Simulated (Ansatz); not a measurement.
`C=[C]([AlH2])S` + `N[SiH2]F` → `F[SiH2][NH][AlH2]` + `C=CS`  (ligand exchange at the Al–C bond)

Isolated molecules relaxed with PBE0-D4/def2-TZVP in Ansatz; ΔE leaves out vibrations. CBS: MP2 limit from def2 TZ/QZ plus the TZ coupled-cluster correction, frozen cores. This one scheme is used for every species. DFT in def2-TZVPP. B3LYP here is the variant with VWN-RPA as its local correlation; programs differ in this. One conformer a species, not always the lowest.

```
   level  ΔE (kJ/mol)
B3LYP-D4        -86.7
   B3LYP        -88.9
```

**Question.** What does CCSD(T)/CBS give? (An estimate is asked.)

**Answer.** The calculation gave: -87.1 kJ/mol. The listed levels differ from it by 0.4, -1.8 kJ/mol.

Largest T1 diagnostic among the species: 0.012.

Leaving LDA and LC-ωPBE aside and taking each functional with its dispersion term where it has one, the values, not all of them listed here, spread over 10.2 kJ/mol, from CAM-B3LYP-D4 to revPBE-D4. At CCSD(T), def2-SVP lies −8.7 kJ/mol from the extrapolated value and def2-TZVPP −1.7 kJ/mol. From BLYP to BHLYP (50 % exact exchange), in def2-TZVPP and without D4, ΔE moves by −3.5 kJ/mol.
